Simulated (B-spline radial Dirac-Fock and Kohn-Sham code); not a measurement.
The computed values come from a B-spline atomic structure program: configuration-average Dirac-Fock orbitals.

Q: This computed X-ray form factor belongs to an atom or ion in its tabulated ground configuration. Which?

```
sin θ/λ (Å⁻¹)      f₀
         0.08  66.268
         0.09  66.077
         0.24  61.001
         0.29  58.633
         0.36  55.035
         0.64  40.974
         0.77  35.697
         1.67  17.158
         2.98   9.884
```

A: Au¹²⁺, with 67 electrons in [Kr] 4d10 4f14 5s2 5p5. f₀ tends to the number of electrons as s goes to zero, which the first rows give only roughly, and the rate of fall reflects the nuclear charge, 79.

Q: This computed X-ray form factor belongs to an atom or ion in its tabulated ground configuration. Which?

| sin θ/λ (Å⁻¹) | f₀ |
| --- | --- |
| 0.08 | 2.998 |
| 0.1 | 2.997 |
| 0.19 | 2.990 |
| 0.24 | 2.984 |
| 0.44 | 2.947 |
| 0.82 | 2.826 |
| 1.87 | 2.308 |
| 2.3 | 2.097 |
| 4.28 | 1.493 |

A: Kr³³⁺, with 3 electrons in [He] 2s1. f₀ tends to the number of electrons as s goes to zero, which the first rows give only roughly, and the rate of fall reflects the nuclear charge, 36.
